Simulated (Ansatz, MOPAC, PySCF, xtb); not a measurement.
Pair of molecules: CH4O (SMILES CO) (first 6 atoms) with C2H6 (SMILES CC); geometry from B3LYP-D3(BJ)/def2-TZVP, rigid monomers moved along the line of their centres of mass till H6···C7 is 2.41 Å.
(charge 0, multiplicity 1):
```xyz
14

C     -0.634     0.241     0.053
O      0.683    -0.155     0.408
H     -1.248    -0.609    -0.265
H     -0.541     0.931    -0.785
H     -1.143     0.759     0.873
H      0.629    -0.771     1.146
C     -0.121    -0.757     3.435
C      0.150     0.742     3.539
H     -0.496    -1.163     4.376
H      0.789    -1.309     3.188
H     -0.871    -0.976     2.671
H     -0.761     1.291     3.782
H      0.542     1.138     2.600
H      0.883     0.955     4.319
```

Counterpoise-corrected where a basis set is named; no monomer relaxation.

Cores are frozen in the correlated methods. The state reached by AM1 isn't checked.

Run with Ansatz (an electronic-structure program); MOPAC for AM1 (differences of heats of formation); PySCF for the dispersion terms; xtb for the GFN methods. Each number belongs to the level named beside it.

```
level                interaction energy (kJ/mol)
-------------------  ---------------------------
GFN-FF                                       0.9
AM1                                         -2.0
r2SCAN/def2-TZVPPD                          -4.3
B3LYP/def2-TZVPPD                              …
PBE0/def2-TZVPPD                             0.6
PBE0-D4/def2-TZVPPD                         -5.2
wB97X-V/def2-TZVPPD                         -5.3
MP2/aug-cc-pVDZ                             -2.6
CCSD(T)/aug-cc-pVDZ                         -2.5
```

Task: Fill in the missing entries.

Result: 
- B3LYP/def2-TZVPPD, interaction energy (kJ/mol): 5.6
